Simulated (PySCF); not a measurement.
Gas-phase reaction: 6 SiF2 + 3 O ⇌ Si3O3 + 3 SiF4

Energies from PySCF (xtb for GFN2), thermal terms from the rigid-rotor harmonic-oscillator model, ideal gas at 1 bar. † marks an energy on the PBE0/def2-TZVP geometry and frequencies; other levels use their own. CCSD(T) freezes the core. Open shells (unrestricted): O (multiplicity 3, electronic degeneracy 9); the rest are closed-shell singlets. GFN2 has no spin-polarisation term. Spin-orbit splitting is ignored; it lowers the true energy and changes the entropy of O. Si3O3: computed as isolated molecules; such fragments, hydroxides, amides, oligomers or adducts are transient or little studied in the gas. CCSD(T) isn't extrapolated to the basis-set limit; its ΔH°(298 K) is -2285.0 kJ in def2-SVP and -2491.0 kJ in def2-TZVPP. The harmonic model lacks anharmonicity and excited electronic states, which grow with temperature; levels with a mode under 35 cm⁻¹ are left out. Soft modes under 120 cm⁻¹ make the harmonic entropy rough for Si3O3.

```tsv
level	ΔE electronic, kJ	ΔH°(298 K), kJ	ΔS°(298 K), J/K	ΔG°(1200 K), kJ
BLYP/def2-TZVP†	-2399	-2356	-845	-1351
CCSD(T)/def2-SVP†	-2327	-2285	-845	-1280
GFN2-xTB	-3538	-3497	-809	-2537
PBE0/def2-SVP†	-2441	-2398	-845	-1393
ωB97M-V/def2-TZVP†	-2530	-2488	-845	-1483
ωB97X-V/def2-TZVP†	-2564	-2521	-845	-1516
```
ΔH° is lowest at GFN2-xTB and highest at CCSD(T)/def2-SVP†. No reference value is set beside these.
